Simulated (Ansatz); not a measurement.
Coupled-cluster diagnostics for the cluster Sb5⁺, Ansatz.

Geometry of the singlet (PBE0-D4/def2-SVP):

```xyz
5

Sb   -0.383    1.598    2.007
Sb   -1.351    0.386   -0.415
Sb    1.433    1.573    0.108
Sb    1.132   -1.118   -1.422
Sb   -0.831   -2.439   -0.279
```

In the def2 sets Sb takes a core potential; there is no spin–orbit coupling. Correlated methods freeze 20 core orbitals; core or outer-core shells of Sb are correlated, in sets that lack core-valence functions. Another isomer (singlet) lies 1.78 eV lower at PBE0-D4/def2-TZVP; other spin states weren't run for this one.

Estimate the CCSD(T) correlation energy, the shares of MP2 and (T), T1 and the reference's ⟨S²⟩ for: charge 1, singlet, own geometry in def2-SVP; and the rough time on 4 threads of AMD EPYC 7R43 on a shared host.


```csv
state,basis,correlation (eV),MP2 share (%),(T) share (%),T1,⟨S²⟩ (pure),wall time,remarks
"charge 1, singlet, own geometry",def2-SVP,-17.082,92.4,6.6,0.016,0.00 (0.00),2.7 min,restricted SCF unstable
```
Customary marks for T1 are 0.02 (closed shells), 0.045 (open shells) and about 0.05 (3d metals). T1 stays under 0.02 throughout.
